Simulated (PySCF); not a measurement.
C4H5NO, SMILES Nc1ccco1.

The structure is a stationary point at B3LYP-D3(BJ)/def2-SVP. One conformer was computed; it need not be the lowest.

Method: B3LYP-D3(BJ)/def2-SVP (PySCF).

Frequencies are harmonic and unscaled.

| mode | ν (cm⁻¹) | IR (km/mol) | moving atoms (share of kinetic energy) |
|---|---|---|---|
| 1 | 191 | 28.6 | H 93 % |
| 2 | 284 | 16.3 | C 43 %, H 20 %, O 19 %, N 18 % |
| 3 | 403 | 0.6 | C 30 %, H 28 %, N 28 %, O 15 % |
| 4 | 600 | 212.6 | H 62 %, N 19 %, C 10 %, O 9 % |
| 5 | 610 | 40.8 | C 61 %, H 29 % |
| 6 | 672 | 67.4 | H 64 %, C 30 % |
| 7 | 698 | 10.9 | C 37 %, N 29 %, H 25 %, O 9 % |
| 8 | 717 | 10.2 | C 38 %, H 38 %, N 13 %, O 11 % |
| 9 | 767 | 52.0 | H 59 %, C 39 % |
| 10 | 878 | 0.3 | H 75 %, C 24 % |
| 11 | 904 | 2.3 | C 69 %, O 20 %, H 11 % |
| 12 | 970 | 23.0 | O 38 %, H 31 %, C 25 % |
| 13 | 1011 | 28.7 | H 70 %, C 18 %, O 11 % |
| 14 | 1064 | 2.5 | H 69 %, C 23 % |
| 15 | 1125 | 3.4 | C 47 %, H 34 %, O 14 % |
| 16 | 1174 | 12.6 | H 42 %, O 32 %, C 24 % |
| 17 | 1265 | 0.7 | H 65 %, C 31 % |
| 18 | 1324 | 8.0 | C 71 %, H 21 % |
| 19 | 1465 | 30.8 | C 65 %, H 26 % |
| 20 | 1570 | 34.6 | C 70 %, H 28 % |
| 21 | 1602 | 16.3 | H 63 %, C 31 % |
| 22 | 1679 | 267.4 | C 74 %, H 14 %, N 12 % |
| 23 | 3245 | 5.8 | H 92 %, C 8 % |
| 24 | 3259 | 1.4 | H 91 %, C 9 % |
| 25 | 3291 | 0.1 | H 90 %, C 10 % |
| 26 | 3554 | 26.9 | H 96 % |
| 27 | 3660 | 28.4 | H 91 %, N 9 % |
